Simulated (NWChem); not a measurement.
Species: H₂TeS₂; SMILES S[Te]S

```xyz
5

Te     0.0000     0.0000     0.5941
S      1.9264    -0.0435    -0.8986
H      2.0332     1.3074    -1.0684
S     -1.9264     0.0435    -0.8986
H     -2.0332    -1.3074    -1.0684
```
Atoms are numbered in this order, from 1.

All runs: NWChem. Geometry: optimised at PBE-D3(BJ)/def2-SVP. def2 effective core potentials on Te; no spin-orbit coupling. Ions are spin-unrestricted doublets at the neutral geometry. Hybrids' shares of exact exchange are those that their runs print; pure functionals count as 0. The functionals differ in more than this share.

```csv
row,share of exact exchange,ΔSCF ionisation energy minus −ε(HOMO) (eV)
PBE/def2-SVPD,0.00,2.94
"LDA (Slater exchange, VWN5)/def2-SVPD",0.00,3.01
B3LYP/def2-SVPD,0.20,withheld
PBE0/def2-SVPD,0.25,1.99
BHandHLYP/def2-SVPD,0.50,1.06
```

**Question.** Fit a straight line of the last column on the one before it, predict the withheld value, and compare with the run.

**Answer.** 
1. Means of the 4 shown rows: x = 0.188, y = 2.250. Slope Σ(x − x̄)(y − ȳ)/Σ(x − x̄)² = -0.6600/0.1719 = -3.840; intercept 2.970.
2. The shown rows scatter about the line by 0.027 (root mean square); the largest residual is +0.04, at LDA (Slater exchange, VWN5)/def2-SVPD.
3. At x = 0.20 (B3LYP/def2-SVPD; inside the shown range) the line gives 2.20.
4. The run gives 2.24, +0.04 from the line, 1.5 times the scatter. The line crosses zero at a share of 0.77, outside the shown range.
